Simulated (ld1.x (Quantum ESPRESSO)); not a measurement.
What one change does to a pseudopotential (tantalum, RRKJ)

```json
{
 "Element": "tantalum",
 "Generator": "ld1.x (Quantum ESPRESSO) 7.5",
 "Type": "norm-conserving RRKJ (Kleinman–Bylander form)",
 "Functional": "PBE",
 "Relativity": "scalar-relativistic",
 "Frozen core": "[Kr] 4d10 4f14 5s2",
 "Valence charge": "11",
 "Reference configuration": "5p6 5d3 6s0 6p0 (charge +2)",
 "Partial waves": "5p (bound): rc 2.10 bohr; 5d (bound): rc 2.10 bohr; 6s (bound, empty): rc 2.50 bohr",
 "Local potential": "the s channel",
 "Core correction": "Bessel-smoothed model core inside 1.00 bohr",
 "rho0": "0.001"
}
```

All-electron outer shells of the reference configuration (PBE, scalar-relativistic, ld1.x):

```tsv
shell	level (eV)	outermost node (bohr)	outermost maximum (bohr)
5p	-54.95	0.58	1.13
4f	-40.27	–	0.44
6s	-18.43	1.31	2.58
5d	-18.31	0.65	1.54
6p	-12.54	1.56	3.23
```

Change: wave 5d (bound): rc 2.10 bohr becomes 5d (bound): rc 2.78 bohr.

Cutoffs: the cutoffs (Ry, on a coarse ladder) from which the occupation-weighted sum of valence levels, in a spherical-Bessel basis at the reference potential, stays within 10 and 1 mRy of its value at 400 Ry; they do not see the model core or the augmentation charge, which bear on the density cutoff. Errors are all-electron minus pseudo energies relative to the spin-unpolarised reference configuration.

Q: What does the change do?

A: The potential gets softer (25 Ry and 30 Ry → 25 Ry and 25 Ry); of the 7 tests that both files solve, the error grows in 2 and shrinks in 3 by more than 15 % and 0.3 meV (median size 66.9 → 25.8 meV); neither file shows a bound ghost. A larger radius leaves more room for a smooth pseudo-wave, so fewer plane waves are needed.

```tsv
quantity	base	changed
cutoff, loose	25 Ry	25 Ry
cutoff, tight	30 Ry	25 Ry
loose cutoff by channel (10 mRy a level)	p 21 Ry, d 21 Ry	p 21 Ry, d 18 Ry
bound ghosts	none	none
error for 5p6 5d3 6s2 6p0, meV [ΔE -23.44 eV]	-18	-25
error for 5p6 5d3 6s1 6p0, meV [ΔE -14.97 eV]	-4.1	-8.4
error for 5p6 5d2 6s0 6p0, meV [ΔE 23.60 eV]	-67	-22
error for 5p6 5d2 6s2 6p0, meV [ΔE -15.76 eV]	-84	-38
error for 5p6 5d4 6s0 6p0, meV [ΔE -13.54 eV]	-37	-26
error for 5p6 5d3 6s0 6p2, meV [ΔE -14.84 eV]	-1036	-1037
error for 5p5 5d3 6s2 6p0, meV [ΔE 21.54 eV]	-605	-646
```
